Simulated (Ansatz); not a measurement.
```xyz
5

N    -0.262   -0.517    2.293
C    -0.134   -0.264    1.175
Ga    0.082    0.161   -0.715
H     1.505   -0.042   -1.302
H    -1.191    0.662   -1.451
```

The species carries charge 0 and has multiplicity 1.

(1) List the PBE/def2-TZVPP orbital energies in eV (Ansatz 0.2.0). (An estimate is asked.)

Results:

(1) Ansatz gave: Occupied: -10094.79, -1234.72, -1094.45, -1094.32, -1094.30, -380.57, -269.52, -144.46, -99.13, -98.80, -98.74, -22.43, -21.14, -21.00, -20.95, -20.87, -20.82, -13.22, -10.00, -8.85, -8.61, -8.19, -8.00. Lowest empty: -3.51, -0.79, -0.49, 0.18, 0.33, 1.88, 2.86, 3.24.
